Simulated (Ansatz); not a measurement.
Consider the redistribution: `O[SiH2]C[AsH2]` + `FB(Cl)C[SiH3]` → `O[SiH2]B(F)Cl` + `[SiH3]CC[AsH2]`.

Computed with Ansatz on PBE0-D4/def2-TZVP structures; ΔE is electronic, products minus reactants. CCSD(T)/CBS adds triple-zeta CCSD(T) − MP2 to the extrapolated MP2 energy (def2 sets, frozen cores). DFT in def2-TZVPP. B3LYP here is the variant with VWN-RPA as its local correlation; programs differ in this. For As outer-core shells are correlated without core-valence functions, which leaves a few kJ/mol of doubt a bond. Scalar relativity is left out up to krypton. Each species was taken in one conformer, which may not be the lowest.

| level | ΔE (kJ/mol) | difference from CCSD(T)/CBS |
| --- | --- | --- |
| PBE-D4 | 99.9 | -8.8 |
| r2SCAN-D4 | 111.0 | 2.3 |
| PBE0-D4 | 105.9 | -2.8 |
| B3LYP-D4 | 104.7 | -4.0 |
| ωB97X-V | 105.8 | -2.9 |
| ωB97M-V | 114.0 | 5.3 |
| B2PLYP | 108.4 | -0.3 |
| PBE | 99.4 | -9.3 |
| r2SCAN | 111.0 | 2.3 |
| PBE0 | 105.4 | -3.3 |
| B3LYP | 103.7 | -5.0 |
| HF/def2-TZVPP | 109.9 | 1.2 |
| MP2/def2-TZVPP | 116.7 | 8.0 |
| SCS-MP2/def2-TZVPP | 111.4 | 2.7 |
| CCSD/def2-TZVPP | 109.3 | 0.6 |
| CCSD(T)/def2-TZVPP | 109.0 | 0.3 |
| HF/def2-QZVPP | 110.2 | 1.5 |
| MP2/def2-QZVPP | 116.6 | 7.9 |
| SCS-MP2/def2-QZVPP | 111.4 | 2.7 |
| HF/CBS(def2) | 110.2 | 1.5 |
| MP2/CBS(def2) | 116.4 | 7.7 |
| CCSD/CBS(def2) | 109.0 | 0.3 |
| CCSD(T)/CBS | 108.7 | 0 |

Largest T1 diagnostic among the species: 0.013.

From PBE to PBE0 (25 % exact exchange), in def2-TZVPP and without D4, ΔE moves by +6.1 kJ/mol.
